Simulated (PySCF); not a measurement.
A PySCF script (with the pyscf-properties extension) for the NMR shieldings of SMILES CC#[C][Al-]1([F])[Cl+][Al-]([CH3])([CH3])[Cl+]1, C$_{5}$H$_{9}$Al$_{2}$Cl$_{2}$F, on a GFN2-xTB geometry:

```python
import basis_set_exchange as bse
import numpy as np
from pyscf import gto, dft
from pyscf.prop import nmr

atoms = """
C     4.125014   -0.992165   -1.049968
C     3.047693   -0.244047   -0.438837
C     2.137986    0.374353    0.069099
Al    0.753578    1.386841    0.949956
F     1.065722    2.658874    1.958074
Cl   -0.742815    1.941754   -0.535326
Al   -1.977090    0.180434    0.117511
C    -1.434541   -1.263837   -1.133458
C    -3.638110    0.950574    0.881025
Cl   -0.608354   -0.036043    1.887833
H     3.729876   -1.683993   -1.794067
H     4.659679   -1.560275   -0.288611
H     4.822792   -0.310029   -1.535639
H    -0.344414   -1.387121   -1.188455
H    -1.773383   -1.079175   -2.158273
H    -1.842329   -2.241547   -0.859454
H    -3.475317    1.860647    1.472302
H    -4.146312    0.242134    1.543723
H    -4.369479    1.211873    0.110266
"""
names = dict.fromkeys(["C", "Al", "F", "Cl", "H"], "pcSseg-1")
basis = {el: gto.basis.parse(bse.get_basis(n, elements=[el], fmt="nwchem")) for el, n in names.items()}
mol = gto.M(atom=atoms, basis=basis, charge=0, verbose=0)
mf = dft.RKS(mol, xc="PBE0")
mf.grids.level = 2
mf.grids.alignment = dft.numint.BLKSIZE   # the property module wants whole blocks of grid points
mf.conv_tol = 1e-9
mf.kernel()

calc = nmr.RKS(mf)   # GIAO
C = mf.mo_coeff
Co = C[:, mf.mo_occ > 0]
resp = mf.gen_response(singlet=True, hermi=2)
def vind(x):   # induced exchange potential for any number of trial vectors
    d = np.einsum("pi,xij,qj->xpq", C, 2 * x.reshape(-1, C.shape[1], Co.shape[1]), Co, optimize=True)
    return np.einsum("xpq,pi,qj->xij", resp(d - d.transpose(0, 2, 1)), C, Co, optimize=True).ravel()
mo1, _ = nmr.rhf.solve_mo1(calc, with_cphf=vind)
sigma = calc.kernel(mo1)
for i, s in enumerate(sigma):   # ppm
    print("%2d %-2s %9.2f" % (i, mol.atom_pure_symbol(i), np.trace(s) / 3))
```

Question: What does it print?

Answer: 
```
 0 C     180.89
 1 C      73.89
 2 C      97.19
 3 Al    487.91
 4 F     339.64
 5 Cl    880.02
 6 Al    393.69
 7 C     191.19
 8 C     191.44
 9 Cl    879.47
10 H      29.69
11 H      29.67
12 H      29.68
13 H      31.23
14 H      31.76
15 H      31.82
16 H      31.48
17 H      31.78
18 H      31.80
```

These numbers come from an equivalent density-fitted implementation of the same equations, which agrees with the script to about 0.01 ppm for H and up to a few tenths of a ppm for heavy atoms, so last digits may differ.

Size and cost of the density-fitted run: 243 basis functions, 97 s wall time on 1 thread of an Arm Neoverse N1, shared host; peak memory 1.1 GiB.
